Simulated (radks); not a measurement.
Coulomb parameter of the 5d shell of the lutetium ion Lu+ in the model configuration [Xe] 4f14 5d1 6s1, as a second difference U = [E(n + 0.25) + E(n - 0.25) - 2 E(n)] / (0.25)^2 with all orbitals relaxed. "Bare": the charge of the atom changes with n. "Screened": the 6s shell takes up the change at fixed total charge, which measures U(5d,5d) + U(6s,6s) - 2 U(5d,6s). Calculated with a radial shooting solver on a logarithmic mesh with Libxc functionals: scalar-relativistic Kohn-Sham, BLYP, spin-unpolarised, spherical densities, point nucleus.

case                      configuration  E - E(n) (eV)
start                 [Xe] 4f14 5d1 6s1          0.000
bare +0.25         [Xe] 4f14 5d1.25 6s1         -1.715
bare -0.25         [Xe] 4f14 5d0.75 6s1          2.211
screened +0.25  [Xe] 4f14 5d1.25 6s0.75          0.615
screened -0.25  [Xe] 4f14 5d0.75 6s1.25         -0.587

U(bare) = 7.931 eV, U(screened by 6s) = 0.451 eV, against the Slater integral F0(5d,5d) = 9.893 eV with frozen orbitals.
